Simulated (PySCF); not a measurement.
Si(H)(Cl)(NH2)2 (ClH5N2Si), SMILES N[SiH](Cl)N. The structure is a stationary point at PBE0-D3(BJ)/def2-SVP. One conformer was computed; it need not be the lowest.

All values below come from PBE0-D3(BJ)/def2-SVP (PySCF).

Harmonic wavenumbers (cm⁻¹): 202, 213, 264, 303, 339, 399, 444, 519, 745, 774, 833, 894, 904, 967, 1525, 1536, 2249, 3612, 3624, 3717, 3733. Rotational constants (GHz): 6.380, 3.219, 2.381; symmetry number 1.

Task: Work out the zero-point energy and the ideal-gas rigid-rotor harmonic-oscillator thermochemistry at 298.15 K and 1 atm.

Result: ZPE = ½ Σ hcν = ½ × 27795 cm⁻¹ = 39.73 kcal/mol. H − E(el) = 44.34 kcal/mol. Entropy in cal/(mol K): translation 39.61, rotation 26.29, vibration 11.86, total 77.76. G − E(el) = 21.15 kcal/mol. Cp = 24.26 cal/(mol K).
